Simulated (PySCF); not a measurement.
**From computed data to an observable: chemical shift, span and skew from a shielding tensor**

C₂Br₂F₂, SMILES F/C(Br)=C(\F)Br. Atoms are numbered in the order given.

```xyz
6

F      0.0000     1.3289     2.0113
C      0.0000     0.6713     0.8585
Br     0.0000     1.7624    -0.6644
C      0.0000    -0.6713     0.8585
F      0.0000    -1.3289     2.0113
Br     0.0000    -1.7624    -0.6644
```

The structure is a stationary point at B3LYP-D3(BJ)/def2-SVP.

GIAO shieldings from PBE0/pcSseg-1 (PySCF), non-relativistic, no solvent. The symmetric part of the tensor of C2 has the principal values -30.4, 48.9, 68.9 ppm. The same nucleus in TMS has σ = 186.3 ppm at this level (PySCF, at its B3LYP-D3(BJ)/def2-TZVP geometry). Without spin–orbit terms, shifts of atoms bonded to Cl or Br come out too high.

Q: Work out the isotropic shielding, the ¹³C shift against TMS, the span and the skew.

A: 
σ(iso) = (σ11 + σ22 + σ33)/3 = 29.1 ppm. δ = σ(ref) − σ(iso) = 186.3 − (29.1) = 157.2 ppm.
Span Ω = σ33 − σ11 = 99.3 ppm. Skew κ = 3(σ(iso) − σ22)/Ω = -0.60. Tumbling in solution averages the tensor to δ; in a static solid the shielding alone would spread this spin-1/2 line over Ω.
